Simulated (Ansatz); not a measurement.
Gas-phase reaction in SMILES: F[Si](Cl)(Cl)Cl [trichloro(fluoro)silane] + 4 [H][H] (H2) → 3 Cl (HCl) + F (HF) + [SiH4] (SiH4)
Geometries: B3LYP-D3(BJ)/def2-TZVP minima from Ansatz (a quantum-chemistry and plane-wave program).
Geometry of the first species:
```
Si
F 1 1.5807
Cl 1 2.0251 2 108.32
Cl 1 2.0251 2 108.32 3 120.00
Cl 1 2.0251 2 108.32 3 -120.00
```
Charge 0, spin multiplicity 1.

Property: energy of full hydrogenation (electronic energy difference), in kJ/mol. Cores are frozen in the correlated levels unless marked. Spin-orbit coupling is left out. No relativistic terms. Basis-set limits of correlation are two-point, X^-3; Hartree-Fock from the larger set.

| level | program | energy of full hydrogenation (kJ/mol) |
|---|---|---|
| r2SCAN0/def2-TZVPD | Ansatz | ___ |
| B2GP-PLYP-D4/def2-TZVPD | Ansatz + dftd4 | 353.2 |
| B2PLYP/def2-TZVPD | Ansatz | ___ |
| SCS-MP2/aug-cc-pV(D+d)Z | Ansatz | 267.6 |
| CCSD/6-31G | Ansatz | 200.2 |
| CCSD/aug-cc-pV(D+d)Z | Ansatz | 240.0 |
| CCSD/aug-cc-pV(T+d)Z | Ansatz | ___ |
| CCSD/cc-pV(Q+d)Z | Ansatz | ___ |
| CCSD(T)/CBS(cc-pV(T+d)Z,cc-pV(Q+d)Z) | Ansatz | 353.2 |

**Question.** Complete the blanks.

**Answer.** 
- r2SCAN0/def2-TZVPD, energy of full hydrogenation (kJ/mol): 353.8
- B2PLYP/def2-TZVPD, energy of full hydrogenation (kJ/mol): 339.6
- CCSD/aug-cc-pV(T+d)Z, energy of full hydrogenation (kJ/mol): 311.2
- CCSD/cc-pV(Q+d)Z, energy of full hydrogenation (kJ/mol): 330.4
